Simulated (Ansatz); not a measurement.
Calculated with Ansatz (gas phase, PBE0-D4/def2-TZVP geometries, no zero-point term in ΔE). CCSD(T)/CBS adds triple-zeta CCSD(T) − MP2 to the extrapolated MP2 energy (def2 sets, frozen cores). This one scheme is used for every species. Functionals use def2-TZVPP. B3LYP here is the variant with VWN-RPA as its local correlation; programs differ in this. HSE06 is defined as in plane-wave codes. Each species was taken in one conformer, which may not be the lowest.

`BCB(C)O` + `BN` → `BNB` + `CB(C)O`  (ligand exchange at a B–C bond)

`BCB(C)O`:

Z-matrix (Å, degrees):
```
C
B 1 1.600
B 1 1.539 2 104.5
H 1 1.095 2 107.3 3 119.5
H 1 1.092 2 108.0 3 -120.9
O 2 1.361 1 120.1 3 -78.7
C 2 1.564 1 122.0 3 100.9
H 3 1.198 1 121.3 2 -89.6
H 3 1.200 1 120.6 2 86.0
H 6 0.961 2 113.7 1 0.6
H 7 1.091 2 113.0 1 -172.6
H 7 1.095 2 111.0 1 -49.9
H 7 1.096 2 109.8 1 66.5
```

`BN`:

Z-matrix (Å, degrees):
```
B
N 1 1.385
H 1 1.197 2 119.0
H 1 1.197 2 119.0 3 -180.0
H 2 1.006 1 123.2 3 -0.0
H 2 1.006 1 123.2 3 180.0
```

`BNB`:

Z-matrix (Å, degrees):
```
B
N 1 1.417
H 1 1.197 2 119.5
H 1 1.194 2 118.5 3 180.0
B 2 1.417 1 125.8 3 -180.0
H 2 1.011 1 117.1 3 0.0
H 5 1.197 2 119.4 1 -180.0
H 5 1.194 2 118.5 1 -0.0
```

`CB(C)O`:

```xyz
11

C     0.990   -0.011    1.118
B    -0.296   -0.125    0.226
C    -0.285    0.237   -1.307
O    -1.437   -0.551    0.841
H     0.776   -0.092    2.185
H     1.686   -0.817    0.855
H     1.532    0.921    0.933
H    -1.183   -0.067   -1.854
H    -0.185    1.323   -1.421
H     0.584   -0.194   -1.815
H    -2.182   -0.622    0.239
```

```tsv
level	ΔE (kcal/mol)	difference from CCSD(T)/CBS
LDA (SPW92)	-18.3	2.2
PBE-D4	-18.3	2.2
revPBE-D4	-18.1	2.4
r2SCAN-D4	-19.2	1.3
B97M-V	-19.4	1.1
PBE0-D4	-19.3	1.2
r2SCANh-D4	-19.6	0.9
r2SCAN0-D4	-20.0	0.5
HSE06-D4	-19.3	1.2
BHLYP-D4	-21.9	-1.4
CAM-B3LYP-D4	-21.1	-0.6
ωB97X-V	-20.2	0.3
ωB97M-V	-20.1	0.4
B2PLYP	-21.3	-0.8
PBE	-18.8	1.7
revPBE	-18.8	1.7
BLYP	-20.8	-0.3
r2SCAN	-19.4	1.1
PBE0	-19.7	0.8
B3LYP	-21.3	-0.8
r2SCANh	-19.7	0.8
r2SCAN0	-20.1	0.4
HSE06	-19.7	0.8
BHLYP	-22.4	-1.9
CAM-B3LYP	-21.6	-1.1
LC-ωPBE	-19.6	0.9
RPA@PBE/def2-TZVPP	-20.5	0.0
HF/def2-SVP	-25.1	-4.6
MP2/def2-SVP	-22.1	-1.6
CCSD(T)/def2-SVP	-21.7	-1.2
HF/def2-TZVPP	-24.1	-3.6
MP2/def2-TZVPP	-20.7	-0.2
SCS-MP2/def2-TZVPP	-21.4	-0.9
CCSD/def2-TZVPP	-21.0	-0.5
CCSD(T)/def2-TZVPP	-20.5	0.0
MP2/def2-QZVPP	-20.7	-0.2
SCS-MP2/def2-QZVPP	-21.4	-0.9
HF/CBS(def2)	-24.2	-3.7
MP2/CBS(def2)	-20.7	-0.2
CCSD/CBS(def2)	-21.0	-0.5
CCSD(T)/CBS	-20.5	0
```

Largest T1 diagnostic among the species: 0.012.

Leaving LDA and LC-ωPBE aside and taking each functional with its dispersion term where it has one, the values spread over 3.7 kcal/mol, from BHLYP-D4 to revPBE-D4. At CCSD(T), def2-SVP lies −1.2 kcal/mol from the extrapolated value and def2-TZVPP −0.0 kcal/mol.
